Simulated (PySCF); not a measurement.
An unknown is described by computed data only.

Formula: C2H5ClOSi2.

| Quantity | Value |
| --- | --- |
| UV, strongest line | among the 8 lowest singlet transitions: S4 at 6.88 eV (180 nm, f = 0.400) [TDDFT wB97X-D/def2-SVPD] |
| UV, first state | lowest singlet excitation: 5.12 eV (242 nm, f = 0.000) [TDDFT wB97X-D/def2-SVPD] |
| Rotational structure | rotational constants A, B, C: 3.048, 1.462, 1.123 GHz [GFN2-xTB] |
| Dipole | 2.45 D [wB97X-D/def2-SVPD] |
| 13C NMR | chemical shifts (computed TMS as zero) by class: 171.6 (1 C), 150.6 (1 C) ppm [GIAO PBE0/pcSseg-1] |
| Polarisability | 86.3 au [wB97X-D/def2-SVPD] |
| NMR, other nuclei | isotropic shieldings of nuclei other than C and H, by class: 240 (1 O), 350 (1 Si), 360 (1 Si), 866 (1 Cl) ppm [GIAO PBE0/pcSseg-1] |
| Triplet | lowest triplet excitation (Tamm–Dancoff): 4.17 eV [TDA wB97X-D/def2-SVPD] |

The electronic properties come from PySCF, for the isolated species, density fitting. Levels stand in brackets. Geometry: GFN2-xTB; no solvent, vibrations or thermal averaging. Each NMR value is the plain mean over a class of atoms that symmetry, rotation or inversion makes alike.

Q: Propose a structure and show how it fits.

A: Numbering: `[CH2:1]=[C:2]1[SiH2:3][O:4][Si@H:5]1[Cl:6]`. Its formula, C2H5ClOSi2, gives 2 degrees of unsaturation: 1 ring and 1 π bond in the structure found. 2 carbons fall into 2 classes; from least to most shielded: fully substituted alkene carbon [C2] (171.6 ppm), terminal =CH2 carbon [C1] (150.6 ppm). The other shieldings belong to: 240 ppm, siloxane oxygen [O4]; 350 ppm, chlorine-bound silicon [Si5]; 360 ppm, oxygen-bound silicon [Si3]; 866 ppm, silicon-bound chlorine [Cl6]. The optimised geometry has point group C1 and is an asymmetric top. Structure: `C=C1[SiH2]O[Si@H]1Cl`. The assignments are read from this structure; whether some other isomer fits the data as well wasn't checked. The mirror image fits equally.
